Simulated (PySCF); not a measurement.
## Spin-rotation constants: SMILES C(/NC=O)=C\OC=O, C$_{4}$H$_{5}$NO$_{3}$

Geometry:
```
atom   x (Å)   y (Å)   z (Å)
  O1  -2.971  -0.924   1.538
  C2  -2.831  -0.369   0.482
  N3  -1.636   0.012  -0.050
  C4  -0.431  -0.211   0.591
  C5   0.745   0.153   0.089
  O6   1.909  -0.101   0.786
  C7   3.058   0.283   0.241
  O8   3.203   0.836  -0.809
  H9  -3.673  -0.103  -0.181
 H10  -1.612   0.474  -0.948
 H11  -0.521  -0.708   1.545
 H12   0.879   0.654  -0.861
 H13   3.876   0.005   0.923
```

Computed with GIAO B3LYP/pcSseg-1 magnetisability, rotational g tensor and spin-rotation constants, non-relativistic, gas phase in PySCF 2.14.0. Geometry: GFN2-xTB.

Q: Give the nuclear spin-rotation constants along the inertial axes (H = +C I·J) beside the isotropic shieldings.

A: Rotational constants 10.3020, 0.7376, 0.6883 GHz. A star marks the isotopologue with that one atom substituted, in its own axes.
```
atom  isotope  Caa (kHz)  Cbb (kHz)  Ccc (kHz)  mean (kHz)  σ (ppm)
  N3      14N      0.774      0.102      0.049       0.308    110.3
  H9       1H     -0.138      0.010     -0.060      -0.063     23.7
 H10       1H     -1.067      0.059     -0.096      -0.368     26.1
 H11       1H     -0.785      0.066     -0.076      -0.265     24.2
 H12       1H     -0.713      0.064     -0.075      -0.242     23.8
 H13       1H     -0.221      0.009     -0.057      -0.090     23.8
  O1     17O*     -5.959     -0.467     -0.026      -2.151   -114.3
  C2     13C*      5.046      0.254      0.165       1.822     24.1
  C4     13C*      3.446      0.325      0.097       1.289     61.4
  C5     13C*      3.296      0.328      0.132       1.252     52.4
  O6     17O*     -2.433     -0.281     -0.089      -0.934     91.7
  C7     13C*      5.255      0.230      0.184       1.890     20.4
  O8     17O*     -6.244     -0.415     -0.048      -2.236   -110.0
```
For the geometry as given, no vibrational averaging.

Q: How do the rotational constants and the g tensor change when H9, H10, H11, H12, H13 are replaced by deuterium?

A: Constants 8.6691, 0.7067, 0.6535 GHz; g -0.1196, -0.0169, -0.0071, against -0.1406, -0.0178, -0.0074 before.
